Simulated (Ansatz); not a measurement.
System: C$_{3}$H$_{5}$O (charge -1, singlet). It need not be the lowest isomer of its formula. Whether it binds its extra electron was not tested at this geometry. 
Structure (B3LYP-D3(BJ)/def2-TZVP (Ansatz, a program for electronic structure) minimum search):
```xyz
9

C     -1.4652     0.0434     0.0401
C     -0.2635    -0.3301    -0.8283
C      1.2038    -0.0807    -0.1750
O      1.1228     0.3661     0.9761
H     -1.4207    -0.4932     0.9922
H     -1.4322     1.1070     0.2944
H     -2.4325    -0.1676    -0.4327
H     -0.2644     0.2229    -1.7781
H     -0.2833    -1.3939    -1.1057
```
Charge -1, spin multiplicity 1.

Basis-set convergence of Hartree-Fock and CCSD(T) correlation energies (hartree) with Ansatz. Cores are frozen in the correlated levels unless marked. Spin-orbit coupling is left out. No relativistic terms.

| basis | functions | E(HF) | E(corr, CCSD(T)) |
|---|---|---|---|
| aug-cc-pVDZ | 137 | -191.32553 | -0.70504 |
| aug-cc-pVTZ | 299 | [?] | [?] |

Complete the blanks.


- aug-cc-pVTZ, E(HF): -191.36994
- aug-cc-pVTZ, E(corr, CCSD(T)): -0.83025
